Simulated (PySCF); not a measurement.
# Relaxation of singlet H₄RuO

Computed with PySCF, PBE0, basis Ru def2-TZVP with ECP28, O def2-TZVP, H def2-TZVP (scalar-relativistic core potentials, no spin–orbit coupling, density fitting). A (50,194) grid was used.

A hand-made square pyramidal (ligand arrangement 1) start, of Cs symmetry, held to at least that symmetry:

```xyz
6
charge 0 multiplicity 1, angstrom
Ru    0.0000    0.2067    0.0418
O     0.0000   -1.4659   -0.3137
H     0.0000    0.2067    1.6118
H     1.5357    0.2067   -0.2846
H     0.0000    1.7424   -0.2846
H    -1.5357    0.2067   -0.2846
```

Q: What forces act on the atoms at the start (eV/Å)?

A: 
```json
{"atom": "Ru1", "Fx": "0.00", "Fy": "-8.11", "Fz": "3.41"}
{"atom": "O2", "Fx": "0.00", "Fy": "2.63", "Fz": "-0.23"}
{"atom": "H3", "Fx": "0.00", "Fy": "-0.20", "Fz": "-0.20"}
{"atom": "H4", "Fx": "1.37", "Fy": "2.30", "Fz": "-0.35"}
{"atom": "H5", "Fx": "0.00", "Fy": "1.09", "Fz": "-2.27"}
{"atom": "H6", "Fx": "-1.37", "Fy": "2.30", "Fz": "-0.35"}
```

Q: What does it relax to?

A: It ends at C4v with Ru–H 1.580 Å (×4), Ru–O 1.618 Å; H–Ru–H 76.6° (×4), H–Ru–H 122.4° (×2), H–Ru–O 118.8° (×4) (after a last refinement on a finer grid). A frequency run shows a minimum. Other isomers or separated fragments may lie lower.

Q: How much energy is released, and in how many steps?

A: 346.8 kJ/mol in 11 steps.

The relaxation took 14 s on 4 threads of a shared Arm Neoverse V2 host, with 95 basis functions and 12 gradients; the process peaked at 0.77 GiB. Launch command: `OMP_NUM_THREADS=4 python axn.py task.json out`.
